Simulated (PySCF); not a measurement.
C3H9NSi2, SMILES N#CCC[SiH2][SiH3].

Geometry: B3LYP-D3(BJ)/def2-SVP. The structure was generated by enumeration, and PubChem lists no compound with its InChIKey, so it may never have been made. One conformer was computed; it need not be the lowest.

All values below come from TDDFT-B3LYP/def2-SVPD (PySCF).

Vertical excitations. Isolated molecule, no solvent.

| state | energy (eV) | λ (nm) | f | main pairs |
|---|---|---|---|---|
| S1 | 6.76 | 183 | 0.021 | HOMO→LUMO 97 % |
| S2 | 7.18 | 173 | 0.017 | HOMO→LUMO+1 92 % |
| S3 | 7.32 | 169 | 0.076 | HOMO→LUMO+2 72 %, HOMO→LUMO+3 12 % |
| S4 | 7.39 | 168 | 0.007 | HOMO−1→LUMO 61 %, HOMO→LUMO+2 12 % |
| S5 | 7.56 | 164 | 0.009 | HOMO→LUMO+4 67 % |
| S6 | 7.62 | 163 | 0.101 | HOMO→LUMO+3 44 %, HOMO→LUMO+4 18 % |
| S7 | 7.67 | 162 | 0.093 | HOMO→LUMO+3 21 %, HOMO−2→LUMO 16 %, HOMO−2→LUMO+1 14 %, HOMO−1→LUMO 12 % |
| S8 | 7.73 | 160 | 0.010 | HOMO−1→LUMO+1 27 %, HOMO−2→LUMO 15 %, HOMO−2→LUMO+5 6 %, HOMO−2→LUMO+1 5 % |
| S9 | 7.81 | 159 | 0.019 | HOMO→LUMO+5 79 % |
| S10 | 7.88 | 157 | 0.014 | HOMO−4→LUMO 22 %, HOMO→LUMO+6 13 %, HOMO−2→LUMO+1 11 %, HOMO−1→LUMO+5 11 % |
| T1 | 6.14 | 202 | 0 | HOMO→LUMO 81 % |
| T2 | 6.26 | 198 | 0 | HOMO−2→LUMO+5 24 %, HOMO−4→LUMO+4 8 %, HOMO−2→LUMO 8 %, HOMO−1→LUMO+4 8 % |
| T3 | 6.41 | 194 | 0 | HOMO→LUMO+1 65 %, HOMO→LUMO+4 15 %, HOMO→LUMO+2 12 % |
| T4 | 6.77 | 183 | 0 | HOMO−2→LUMO+5 19 %, HOMO−1→LUMO 13 %, HOMO−2→LUMO 7 %, HOMO−2→LUMO+1 6 % |
Triplets are in the Tamm–Dancoff approximation, which puts them higher than full response would, so one can lie above its singlet here.
